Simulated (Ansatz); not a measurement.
`B[CH](Cl)[Zn][F]` + `C=N` → `BN=C` + `[F][Zn][CH2]Cl`  (ligand exchange at a B–C bond)

Computed with Ansatz on PBE0-D4/def2-TZVP structures; ΔE is electronic, products minus reactants. CBS: MP2 limit from def2 TZ/QZ plus the TZ coupled-cluster correction, frozen cores. This one scheme is used for every species. DFT in def2-TZVPP. B3LYP here is the variant with VWN-RPA as its local correlation; programs differ in this. For Zn outer-core shells are correlated without core-valence functions, which leaves a few kJ/mol of doubt a bond. Scalar relativity is left out up to krypton. Each species was taken in one conformer, which may not be the lowest.

```tsv
species	B3LYP-D4 energy (Eh)
`B[CH](Cl)[Zn][F]`	-2404.38198
`C=N`	-94.67558
`BN=C`	-120.16636
`[F][Zn][CH2]Cl`	-2378.92488
```

Task: Work out ΔE.

Result: ΔE = (-120.16636) + (-2378.92488) − (-2404.38198) − (-94.67558) = -0.03368 Eh = -88.4 kJ/mol. CCSD(T)/CBS gives -70.3 kJ/mol.

Largest T1 diagnostic among the species: 0.016.

From PBE to PBE0 (25 % exact exchange), in def2-TZVPP and without D4, ΔE moves by +5.6 kJ/mol. The D4 term adds +4.6 kJ/mol with B3LYP and +2.4 kJ/mol with PBE0; it sums over pairs of atoms, weighted by their polarisabilities, and B3LYP, whose exchange is more repulsive, gets the larger term. In def2-TZVPP, CCSD(T) changes the Hartree–Fock value by +13.0 kJ/mol (the triples alone add +2.8 kJ/mol) and MP2 by +12.9 kJ/mol.
